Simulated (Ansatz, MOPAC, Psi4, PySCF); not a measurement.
Complex: SiH4 (SMILES [SiH4]) (first 5 atoms) with C2H4 (SMILES C=C); geometry from B3LYP-D3(BJ)/def2-TZVP, rigid monomers moved along the line of their centres of mass till Si1···C7 is 4.23 Å.
(charge 0, multiplicity 1):
```xyz
11

Si    -0.12316    -0.18565    -0.10546
H     -1.16260     0.76681     0.34193
H     -0.18361    -0.31358    -1.58152
H     -0.35964    -1.51124     0.50652
H      1.21492     0.31393     0.27995
C      0.36563    -0.41301     4.08879
C     -0.09309     0.82657     3.99939
H      1.40301    -0.65190     3.88848
H     -0.27785    -1.24043     4.36173
H     -1.13130     1.06537     4.19519
H      0.54992     1.65292     3.72199
```

Interaction energies are E(AB) − E(A) − E(B) at the monomers' geometry in the complex; basis-set methods are counterpoise corrected. Rows marked so take none.

Correlated levels freeze the cores. Rows in 3-21G carry no dispersion term and start afresh at each structure. The state that AM1 reach isn't checked.

The values were computed with Ansatz (Gaussian orbitals); MOPAC for AM1 (differences of heats of formation); Psi4 for SAPT; PySCF for 3-21G rows, the dispersion terms. Values without a source in brackets are computed.

```csv
level,interaction energy (meV)
AM1,0.4
HF/aug-cc-pV(D+d)Z,-1.9
PBE/def2-TZVPPD,-20.9
B3LYP/3-21G (no counterpoise),-48.5
PBE0-D3(BJ)/def2-TZVPPD,-53.0
wB97M-V/def2-TZVPPD,-42.8
MP2/aug-cc-pV(D+d)Z,(withheld)
SCS-MP2/aug-cc-pV(D+d)Z,-32.1
SAPT0/jun-cc-pV(D+d)Z,-32.2
```

Question: Fill in the missing entries.

Answer: 
- MP2/aug-cc-pV(D+d)Z, interaction energy (meV): -41.0

Ansatz is a quantum-chemistry and plane-wave program.
